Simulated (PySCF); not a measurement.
C6H6O, SMILES [C@H]12O[C@@H](C=C2)C=C1. The structure is a stationary point at PBE0-D3(BJ)/def2-SVP. The structure was generated by enumeration; whether it is a known compound was not checked. One conformer was computed; it need not be the lowest.

All values below come from PBE0-D3(BJ)/def2-SVP run with PySCF 2.14.0.

Harmonic wavenumbers (cm⁻¹): 429, 436, 548, 622, 691, 734, 739, 828, 855, 908, 908, 910, 933, 935, 956, 976, 1040, 1107, 1152, 1208, 1228, 1259, 1284, 1306, 1335, 1649, 1693, 3167, 3171, 3251, 3253, 3277, 3279. Rotational constants (GHz): 4.581, 3.733, 3.318; symmetry number 2.

Problem. Work out the zero-point energy and the ideal-gas rigid-rotor harmonic-oscillator thermochemistry at 298.15 K and 1 atm.

Solution. ZPE = ½ Σ hcν = ½ × 46066 cm⁻¹ = 275.54 kJ/mol. H − E(el) = 290.28 kJ/mol. Entropy in J/(mol K): translation 165.42, rotation 103.61, vibration 21.42, total 290.45. G − E(el) = 203.69 kJ/mol. Cp = 90.14 J/(mol K).
